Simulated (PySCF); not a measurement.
**GeCl⁺: energy against distance**

Set-up: basis Ge def2-SVP, Cl def2-SVP; no relativity; PySCF 2.14. Energies in eV from Ge⁺ + Cl in their ground configurations at the same level. State: ¹Σ⁺ (singlet), closed shell.

All columns are TPSSh. A positive dipole points towards Cl; it is taken about the centre of mass and depends on that origin.

```csv
R (Å),E (eV),μ (D),Mulliken charge on Ge (basis-dependent),HOMO (eV),LUMO (eV),Mayer bond order,⟨S²⟩
1.790,-3.235,-0.41,0.78,-15.33,-9.50,1.79,0.00
1.874,-4.041,-0.92,0.85,-15.48,-9.68,1.73,0.00
1.957,-4.488,-1.43,0.90,-15.58,-9.85,1.68,0.00
2.019,-4.650,-1.80,0.94,-15.62,-9.98,1.65,0.00
2.082,-4.702,-2.17,0.97,-15.62,-10.10,1.62,0.00
2.144,-4.669,-2.52,0.99,-15.47,-10.21,1.59,0.00
2.228,-4.527,-2.97,1.02,-15.10,-10.36,1.56,0.00
2.332,-4.241,-3.49,1.04,-14.67,-10.52,1.54,0.00
2.457,-3.807,-4.05,1.06,-14.22,-10.70,1.52,0.00
2.623,-3.165,-4.70,1.07,-13.71,-10.90,1.50,0.00
```

A fit through these points gives, at Re = 2.086 Å, μ = -2.19 D and dμ/dR = -5.73 D/Å; the reduced mass is 23.74 u.

Task: How strong is the fundamental in the double-harmonic approximation, I = 42.26·(dμ/dR)²/μred km/mol?

Result: I = 42.26·(-5.73)²/23.74 = 58.4 km/mol at TPSSh.

For an ion De counts to the pair picked by the measured ionisation energies or electron affinities, which need not be the lowest pair at this level.
